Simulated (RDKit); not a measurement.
Job for RDKit: UFF on C5H8 (SMILES C=CC(=C)C), a point of a torsion scan.

```python
from rdkit import Chem
from rdkit.Chem import AllChem, rdDetermineBonds

blocks = [
'''13

C     1.09294349    1.52911921   -0.64936431
C     0.31021288    1.05885383    0.30430468
C    -0.27168270   -0.29901252    0.30357549
C     0.42617065   -1.36253643    0.66858631
C    -1.72190195   -0.35846224   -0.07549673
H     1.39590973    0.91408077   -1.48100438
H     1.47796761    2.53503179   -0.63167583
H    -0.00295337    1.69610815    1.12360652
H     1.46302667   -1.28774364    0.94936426
H    -0.00768032   -2.34841483    0.68792481
H    -2.09714456   -1.37702828   -0.02047430
H    -1.85607651    0.01536567   -1.09025406
H    -2.31083021    0.27286560    0.58947405
''',
]
mol = None
for b in blocks:
    f = Chem.MolFromXYZBlock(b)
    rdDetermineBonds.DetermineBonds(f, charge=0)
    mol = f if mol is None else Chem.CombineMols(mol, f)
Chem.SanitizeMol(mol)
print(Chem.MolToSmiles(Chem.RemoveHs(mol)))
ff = AllChem.UFFGetMoleculeForceField(mol, vdwThresh=100.0, ignoreInterfragInteractions=False)
e = ff.CalcEnergy()
print(f'UFF energy {e:.6f} kcal/mol')
```

Output:

```
C=CC(=C)C
UFF energy 15.291112 kcal/mol
```

The run finished.

Cost: about 0.010 core-seconds (a rough figure).
